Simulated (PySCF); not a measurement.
**Deuteron quadrupole couplings in `C[C@@H]1C[Si@@H](C)[C@@H]1C`**

Species: C6H14Si.
Structure used (GFN2-xTB), in Å, numbered top down from 1:
```xyz
21
C6H14Si angstrom
C     -2.195   -0.517    0.415
C     -1.061   -0.326   -0.578
C     -0.063   -1.501   -0.496
Si     1.149   -0.439    0.530
C      2.966   -0.352   -0.002
C     -0.092    0.827   -0.206
C     -0.648    1.979    0.615
H     -1.799   -0.655    1.418
H     -2.868    0.337    0.417
H     -2.774   -1.402    0.152
H     -1.491   -0.201   -1.577
H      0.319   -1.775   -1.478
H     -0.487   -2.398   -0.051
H      1.051   -0.628    1.985
H      3.065   -0.206   -1.073
H      3.475    0.468    0.494
H      3.486   -1.267    0.259
H      0.308    1.247   -1.134
H     -1.468    2.471    0.092
H      0.131    2.718    0.792
H     -1.012    1.638    1.580
```

Level: PBE0/pcSseg-1 (PySCF, non-relativistic); Q(2H) = 0.00286 b; rigid geometry, the same for H and D, with no vibrational averaging.

Question: Rank these positions by the coupling χzz of a deuteron there, largest first.
A. H14 (Si–H hydrogen)
B. H15 (methyl hydrogen)
C. H18 (methine hydrogen)
D. H20 (methyl hydrogen)

Answer: B (219 kHz), D (212 kHz), C (206 kHz), A (107 kHz).

Q: Tabulate Vzz, the asymmetry η and χzz = 234.96 MHz × Q × Vzz for every hydrogen position.

A: 
| atom | bonded to | bond length (Å) | Vzz (au) | η | χzz (kHz) |
| --- | --- | --- | --- | --- | --- |
| H8 | C1 | 1.088 | 0.3146 | 0.02 | 211 |
| H9 | C1 | 1.087 | 0.3161 | 0.01 | 212 |
| H10 | C1 | 1.089 | 0.3140 | 0.01 | 211 |
| H11 | C2 | 1.095 | 0.3012 | 0.02 | 202 |
| H12 | C3 | 1.089 | 0.3221 | 0.04 | 216 |
| H13 | C3 | 1.087 | 0.3240 | 0.05 | 218 |
| H14 | Si4 | 1.470 | 0.1589 | 0.01 | 107 |
| H15 | C5 | 1.085 | 0.3266 | 0.02 | 219 |
| H16 | C5 | 1.085 | 0.3282 | 0.01 | 221 |
| H17 | C5 | 1.085 | 0.3279 | 0.01 | 220 |
| H18 | C6 | 1.095 | 0.3061 | 0.05 | 206 |
| H19 | C7 | 1.090 | 0.3126 | 0.01 | 210 |
| H20 | C7 | 1.088 | 0.3162 | 0.01 | 212 |
| H21 | C7 | 1.086 | 0.3170 | 0.02 | 213 |

Q: Average by the element that carries the hydrogen.

A: on C: 213 kHz over 13 positions, mean bond length 1.088 Å; on Si: 107 kHz over 1 position, mean bond length 1.470 Å.

Q: How does χzz go with the bond length over the 13 C–H bonds?

A: A straight-line fit has a slope of -15.5 kHz for each 0.01 Å, with a correlation coefficient of -0.91, over lengths from 1.085 to 1.095 Å. The longer bonds have the smaller couplings here.

Q: A static deuteron (I = 1) shows a doublet split by (3/2)χ, (3/4)χ(1 + η) and (3/4)χ(1 − η) with the field along z, y and x of the gradient. What are these for H14?

A: With |χ| = 106.8 kHz and η = 0.015: 160, 81 and 79 kHz, to first order and without motion.

One conformer (not necessarily the lowest) at the GFN2-xTB geometry, without solvent, vibrations or thermal averaging. GFN2-xTB bond lengths can be off by several hundredths of an ångström, more for odd bonds, and the gradients follow them. The basis is small and wasn't made for field gradients, so the couplings can be 20 % off.
